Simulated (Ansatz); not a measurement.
Ansatz (an electronic-structure program) input (CCSD(T)/STO-3G):

Ansatz 0.2 input:
```yaml
crystal:
  periodic: [false, false, false]
  atoms:
    - {symbol: N, position_ang: [-2.23882931, -0.78714241, -0.12681956]}
    - {symbol: C, position_ang: [-0.82854171, -0.35218243, -0.04464918]}
    - {symbol: C, position_ang: [0.23675889, -1.27558111, 0.06439000]}
    - {symbol: C, position_ang: [1.42908895, -0.61296277, 0.12279810]}
    - {symbol: S, position_ang: [1.23497617, 1.08871391, 0.04540058]}
    - {symbol: C, position_ang: [-0.46457859, 0.96150305, -0.06851679]}
    - {symbol: H, position_ang: [-2.51992642, -1.31917625, 0.70354416]}
    - {symbol: H, position_ang: [-2.86377232, 0.01941413, -0.20072244]}
    - {symbol: H, position_ang: [-2.40471811, -1.38106776, -0.94615654]}
    - {symbol: H, position_ang: [0.13665900, -2.35098617, 0.09774520]}
    - {symbol: H, position_ang: [2.41440925, -1.04137657, 0.20768154]}
    - {symbol: H, position_ang: [-1.08683018, 1.83910651, -0.14489716]}
basis:
  gaussian:
    orbitals: STO-3G
total_charge: 1
magnetization: {spin_polarized: false}
correlation: {method: ccsd_t, electrons: outside_noble_gas}
```

End of the output:

```
integrals: 0.01 GiB planned
534 factors; integrals over basis functions are off by at most 5.3e-5 eV
0.12 GiB of device memory are held for the factors and their scratch space
mean field: 0.14 GiB planned
mean field evaluation 1: about -16320.9035 eV, gradient 1.8e1 eV
mean field evaluation 2: about -16321.1577 eV, gradient 1.8e1 eV
mean field evaluation 4: about -16322.3893 eV, gradient 1.6e0 eV
mean field evaluation 8: about -16322.4045 eV, gradient 5.3e-5 eV
mean field evaluation 16: about -16322.1488 eV, gradient 1.6e0 eV
mean field -16322.40349310 eV, -599.8372646489 hartree, gradient 1.8e-6 eV, S^2 0.000000; 0 other end points of the search recorded, 0 dependent functions left out; unrestricted orbitals would lower it
10 core orbitals not correlated
reference -16322.40349310 eV, -599.8372646489 hartree; 16, 16 occupied and 14, 14 virtual orbitals, 534 factors
second order -8.93667784 eV of doubles, -0.00000000 eV of singles
coupled cluster: 0.11 GiB planned
cycle   1  -9.99324189 eV  change    -1.1e0 eV  update   9.2e-2
cycle   2  -10.51030022 eV  change   -5.2e-1 eV  update   3.6e-2
cycle   3  -10.63743537 eV  change   -1.3e-1 eV  update   1.4e-2
cycle   4  -10.65243654 eV  change   -1.5e-2 eV  update   4.7e-3
cycle   5  -10.65265565 eV  change   -2.2e-4 eV  update   1.5e-3
cycle   6  -10.65196791 eV  change    6.9e-4 eV  update   6.1e-4
cycle   7  -10.65223737 eV  change   -2.7e-4 eV  update   2.3e-4
cycle   8  -10.65240839 eV  change   -1.7e-4 eV  update   6.3e-5
cycle   9  -10.65240688 eV  change    1.5e-6 eV  update   1.9e-5
coupled cluster: 0.11 GiB planned
perturbative correction -0.20672964 eV, -0.0075971743 hartree
Total energy: -16333.26262963 eV, -600.2363305557 hartree
```

It need not be the lowest isomer of its formula.
